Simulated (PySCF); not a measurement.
## Gas-phase XPS of `[SiH3]SB1CCCCC1`, computed

Compound: C5H13BSSi.
Cartesian coordinates in Å at the PBE0-D3(BJ)/def2-SVP level; atoms count from 1:
```
atom  x, y, z in Å
Si1    3.2290   -0.4184   -0.1698
S2     1.6636   -1.8276    0.2919
B3     0.1484   -1.0069   -0.2757
C4    -1.1808   -1.8474   -0.1908
C5    -2.4385   -0.9884   -0.0324
C6    -2.4448    0.2121   -0.9727
C7    -1.2499    1.1317   -0.7450
C8     0.0944    0.4204   -0.9378
H9     3.2510   -0.0839   -1.6243
H10    3.0897    0.8405    0.6205
H11    4.5051   -1.0939    0.2027
H12   -1.2239   -2.3695   -1.1702
H13   -1.1353   -2.6527    0.5596
H14   -3.3433   -1.5980   -0.1917
H15   -2.5017   -0.6224    1.0083
H16   -2.4438   -0.1411   -2.0210
H17   -3.3795    0.7821   -0.8440
H18   -1.3164    2.0096   -1.4087
H19   -1.3028    1.5285    0.2847
H20    0.2496    0.2223   -2.0197
H21    0.9284    1.0809   -0.6477
```

Method: PySCF 2.14.0, delta-SCF UKS SCAN, pcX-2 on the ionised atom, pcseg-1 elsewhere, spin-free X2C. Binding energies are ΔSCF values: E(core-ionised, relaxed orbitals) − E(ground state) at a fixed geometry, referred to the vacuum level.

**Question.** List the computed XPS lines with their assignment.

**Answer.** 
```json
{"atom(s)": "S2", "environment": "sulfur bonded to B and Si", "level": "S 1s", "binding energy (eV)": "2476.33", "2p1/2 (eV)": "–", "above the level's lowest (eV)": "0.00", "count": "1"}
{"atom(s)": "Si1", "environment": "SiH3 silicon", "level": "Si 1s", "binding energy (eV)": "1846.86", "2p1/2 (eV)": "–", "above the level's lowest (eV)": "0.00", "count": "1"}
{"atom(s)": "C6", "environment": "ring CH2 carbon", "level": "C 1s", "binding energy (eV)": "290.34", "2p1/2 (eV)": "–", "above the level's lowest (eV)": "+0.54", "count": "1"}
{"atom(s)": "C5/C7", "environment": "ring CH2 carbon", "level": "C 1s", "binding energy (eV)": "290.33", "2p1/2 (eV)": "–", "above the level's lowest (eV)": "+0.53", "count": "2"}
{"atom(s)": "C4/C8", "environment": "sp3 carbon bound to boron", "level": "C 1s", "binding energy (eV)": "289.80", "2p1/2 (eV)": "–", "above the level's lowest (eV)": "0.00", "count": "2"}
{"atom(s)": "B3", "environment": "three-coordinate boron", "level": "B 1s", "binding energy (eV)": "195.50", "2p1/2 (eV)": "–", "above the level's lowest (eV)": "0.00", "count": "1"}
{"atom(s)": "S2", "environment": "sulfur bonded to B and Si", "level": "S 2p3/2", "binding energy (eV)": "168.51", "2p1/2 (eV)": "169.74", "above the level's lowest (eV)": "0.00", "count": "1"}
{"atom(s)": "Si1", "environment": "SiH3 silicon", "level": "Si 2p3/2", "binding energy (eV)": "107.06", "2p1/2 (eV)": "107.68", "above the level's lowest (eV)": "0.00", "count": "1"}
```

The listed C 1s values span 0.54 eV, from C4/C8 (bonded to C, 2 H and B) to C6 (bonded to 2 C and 2 H). The widest gap between neighbouring values is 0.53 eV, between 289.80 and 290.33 eV. Summing the Pauling electronegativity differences to the bonded atoms, each weighted by its formal bond order, gives -1.21 for the lowest site and -0.70 for the highest; no listed site has a larger sum than the highest. The values 290.33 and 290.34 eV lie too close for their order to be trusted.

**Question.** Give the binding energy of Si 1s of Si1 in hartree and in kJ/mol.

**Answer.** 1846.86 eV = 67.8709 Eh = 178195 kJ/mol.

One atom of each set of topologically equivalent atoms was ionised and stands for the set; in this conformer not all members are related by symmetry, and their own values weren't computed. 2p3/2 and 2p1/2 are the ΔSCF energy of one spin-free 2p hole plus the eigenvalues of a spin–orbit and ligand-field matrix of the shell. 2p1/2 minus 2p3/2 (ligand field included): Si 0.62 eV, S 1.23 eV. Isolated species at its PBE0-D3(BJ)/def2-SVP geometry (one conformer only).
